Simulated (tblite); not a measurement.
Species: C6H8AsN.
Numbering: `[CH3:1][C:2]#[C:3][CH2:4][C@@H:5]([AsH2:6])[C:7]#[N:8]` (hydrogens: H9, H10, H11 on C1; H12, H13 on C4; H14 on C5; H15, H16 on As6)

Computed with GFN2-xTB (tblite), gas phase: L-BFGS steps from a force-field or distance-geometry start until the largest atomic force falls under 0.01 eV/Å.

Step 0: E = -600.2736 eV
```
atom  x, y, z in Å  |  force x, y, z in eV/Å
C1      3.2313    0.3480   -0.7375   -0.695  -0.165   0.809
C2      1.8516   -0.1608   -0.5759   -0.262  -0.024   0.166
C3      0.7397   -0.6135   -0.4158    0.510   0.179  -0.318
C4     -0.6248   -1.1505   -0.2726    0.251   0.149  -0.230
C5     -1.4200   -0.2445    0.6787   -0.480  -0.815   1.810
As6    -1.5804    1.5751   -0.0005    1.927   1.215  -2.682
C7     -2.6781   -0.8457    1.0805    1.862   0.817  -0.484
N8     -3.6559   -1.3054    1.4268   -1.282  -0.507   0.327
H9      3.4637    0.3404   -1.8043    0.228  -0.125   0.287
H10     3.9026   -0.3004   -0.1193   -0.366   0.525  -0.764
H11     3.3091    1.3926   -0.3579   -0.146  -0.725  -0.255
H12    -0.5810   -2.1507    0.2080   -0.012   0.295  -0.591
H13    -1.1298   -1.1660   -1.2634    0.359  -0.277   0.429
H14    -0.7709   -0.1923    1.5900   -0.535   0.185  -0.202
H15    -1.0750    2.5601    1.0981   -1.280  -0.542   0.290
H16    -2.9897    1.9226   -0.5462   -0.079  -0.186   1.409
```

Step 1: E = -600.4855 eV
```
atom  x, y, z in Å  |  force x, y, z in eV/Å
C1      3.2214    0.3456   -0.7260   -0.536  -0.145   0.090
C2      1.8478   -0.1612   -0.5735    0.771   0.395   0.046
C3      0.7469   -0.6110   -0.4204   -0.853  -0.331  -0.089
C4     -0.6212   -1.1483   -0.2759    0.326   0.230   0.151
C5     -1.4268   -0.2561    0.7045    0.579   0.049   0.310
As6    -1.5529    1.5924   -0.0388    1.545   0.704  -2.028
C7     -2.6515   -0.8340    1.0735   -4.145  -1.919   1.587
N8     -3.6742   -1.3126    1.4315    3.565   1.753  -1.387
H9      3.4670    0.3386   -1.8002    0.106  -0.125   0.500
H10     3.8974   -0.2929   -0.1302   -0.187   0.273  -0.470
H11     3.3070    1.3823   -0.3616   -0.167  -0.416  -0.098
H12    -0.5812   -2.1464    0.1995    0.055   0.174  -0.539
H13    -1.1247   -1.1700   -1.2573    0.227  -0.197   0.252
H14    -0.7785   -0.1897    1.5871   -0.182   0.215   0.254
H15    -1.0933    2.5523    1.1023   -1.182  -0.511   0.127
H16    -2.9908    1.9199   -0.5261    0.078  -0.150   1.296
```

Task: Estimate the geometry and energy of step 2. (The exact step hangs on the optimiser's Hessian estimate; all steps are aligned on step 1, rigid shifts and turns removed.)

Result: E = -600.8651 eV, largest force 2.295 eV/Å
```
atom  x, y, z in Å  |  force x, y, z in eV/Å
C1      3.1978    0.3398   -0.7059    0.144   0.048  -1.148
C2      1.8523   -0.1563   -0.5690   -0.513  -0.116   0.219
C3      0.7470   -0.6113   -0.4290   -0.262  -0.028  -0.061
C4     -0.6109   -1.1417   -0.2792   -0.032   0.214   0.854
C5     -1.4300   -0.2745    0.7510    0.516   0.766  -2.101
As6    -1.4866    1.6305   -0.1293    0.570  -0.112  -0.534
C7     -2.6654   -0.8414    1.0842    0.066   0.135   0.142
N8     -3.6548   -1.3002    1.4200   -0.728  -0.282   0.075
H9      3.4738    0.3339   -1.7866   -0.099  -0.111   0.657
H10     3.8863   -0.2769   -0.1545    0.269  -0.295   0.158
H11     3.3013    1.3596   -0.3689   -0.175   0.303   0.214
H12    -0.5808   -2.1372    0.1783    0.181  -0.149  -0.357
H13    -1.1132   -1.1792   -1.2438   -0.052  -0.037  -0.109
H14    -0.7935   -0.1824    1.5859    0.552   0.272   1.288
H15    -1.1395    2.5326    1.1108   -0.925  -0.493  -0.295
H16    -2.9916    1.9135   -0.4753    0.487  -0.116   0.997
```

The energy changes by -0.3796 eV. The first-order estimate −F·Δx gives -0.7406 eV and the mean of the old and new forces, exact on a quadratic surface, -0.3739 eV. The step makes an angle of 53° with the force vector and moves no atom by more than 0.119 Å.

What follows is the cost of the whole relaxation. Hardware: one thread of an Arm Neoverse V1, no GPU, shared host. Cost: 0.63 s wall.
